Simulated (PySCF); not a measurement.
I₃In, SMILES [In]([I])([I])[I] (connectivity only; charge and spin as stated), charge -1, multiplicity 2.

Geometry: PBE-D3(BJ)/def2-SVPD. The spin state was assumed, not searched. The isomer is the one that the SMILES or the coordinates give; other isomers of the formula were not compared. The def2 effective core potentials stand for the cores of I, In; spin–orbit coupling is left out.

All values below come from PySCF 2.14.0 with PBE-D3(BJ)/def2-SVPD.

Frequencies are harmonic and unscaled.

Modes within 1.5 cm⁻¹ of each other (mostly degenerate sets) share a row, with their intensities summed.

Q: Give all harmonic wavenumbers and intensities. (The exact figures need the calculation; the answer reports its results.)

A: 
```csv
mode,ν (cm⁻¹),IR (km/mol),moving atoms (share of kinetic energy)
1–2,31,0.1,"I 89 %, In 11 %"
3,39,0.2,"I 58 %, In 42 %"
4,117,2.0,"I 65 %, In 35 %"
5–6,149,75.6,"In 63 %, I 37 %"
```
